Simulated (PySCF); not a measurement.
Computed shifts of a molecule C5H5Cl, PBE/pcSseg-1 (PySCF), GIAO, gas phase, atoms alike by connectivity averaged where their shifts nearly agree, in ppm (number of nuclei): ¹³C: 145.6 (1), 127.1 (1), 93.2 (1), 84.2 (1), 22.4 (1). ¹H: 6.50 (1), 3.65 (1), 2.37 (3). References: ¹³C against TMS (σ = 182.0 ppm); ³⁵Cl against HCl (σ = 936.5 ppm); ¹H against TMS (σ = 31.49 ppm), references at their B3LYP-D3(BJ)/def2-TZVP geometries, non-relativistic (without spin–orbit terms, shifts of atoms bonded to Cl or Br come out too high). Geometry optimised at B3LYP-D3(BJ)/def2-SVP. Other conformers were not sampled.

Identify the compound among the candidates.
A) C=C=CC(=C)Cl
B) C#CC/C=C/Cl
C) C#CCC(=C)Cl
D) C#C/C(Cl)=C\C

D, C#C/C(Cl)=C\C
